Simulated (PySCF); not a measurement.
C2H11NSi2, SMILES C[SiH2]N(C)[SiH3].

The structure is a stationary point at PBE0-D3(BJ)/def2-SVP. One conformer was computed; it need not be the lowest.

Vertical ionisation energy (IE) and electron affinity (EA) in eV. Rows of orbital energies are one-electron estimates. Where ΔSCF, EOM or ADC give a negative EA the extra electron is unbound and the value depends on the basis.

```tsv
level	IE	EA
−ε(HOMO), −ε(LUMO), r2SCAN/def2-TZVP (PySCF)	5.86	0.10
−ε(HOMO), −ε(LUMO), PBE/def2-TZVP (PySCF)	___	___
```

**Question.** Complete the blanks. (Estimate from the structure and the level; the computed values follow.)

**Answer.** 
- −ε(HOMO), −ε(LUMO), PBE/def2-TZVP (PySCF), IE: 5.60
- −ε(HOMO), −ε(LUMO), PBE/def2-TZVP (PySCF), EA: 0.50
